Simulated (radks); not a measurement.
Results of a calculation; reference values are marked as such.
How relativity changes the ionisation of the erbium ion Er43+ ([Ar] 3d7) to Er44+ ([Ar] 3d6). Spin-unpolarised spherical Kohn-Sham, BLYP, point nucleus unless stated (finite: rms radius 5.2516 fm), a radial shooting solver on a logarithmic mesh with Libxc functionals. A level marked "c x" has the speed of light scaled by that factor and shares open shells by 2j + 1; other Dirac levels either fill j = l - 1/2 first or share by 2j + 1.

level	E(Er43+) (hartree)	E(Er44+) (hartree)	IE (eV)	HOMO	<r> HOMO (bohr)
non-rel.	-11136.7074	-11007.3220	3520.8	3d	0.1938
scalar-rel.	-11708.4773	-11578.8976	3526.0	3d	0.1922
scalar-rel., finite nucleus	-11707.1475	-11577.5670	3526.1	3d	0.1922
Dirac, 2j+1 shares	-11721.3967	-11591.8341	3525.6	3d5/2	0.1936
Dirac, low j first	-11723.5175	-11594.7216	3504.7	3d5/2	0.1937
Dirac, 2j+1 shares, finite nucleus	-11720.0575	-11590.4942	3525.6	3d5/2	0.1936
Dirac, c x 0.75	-12312.4422	-12182.8233	3527.1	3d5/2	0.1937
Dirac, c x 1.25	-11492.9453	-11363.4354	3524.1	3d5/2	0.1937
Dirac, c x 2	-11269.2008	-11139.7626	3522.2	3d5/2	0.1937

NIST Atomic Spectra Database: 3505 eV (theoretical). The relativistic part of the total energy of Er43+ is -583.4 hartree (Dirac, 2j+1 shares, finite nucleus), 5.2 % of the non-relativistic value. Spin polarisation and multiplet splitting of open shells are left out at every level.

Beside tabulated values, note that relativity, absent from the non-relativistic runs, is large for the heavy elements, and spin-unpolarised runs miss the spin-polarisation part of the exchange energy of open shells.
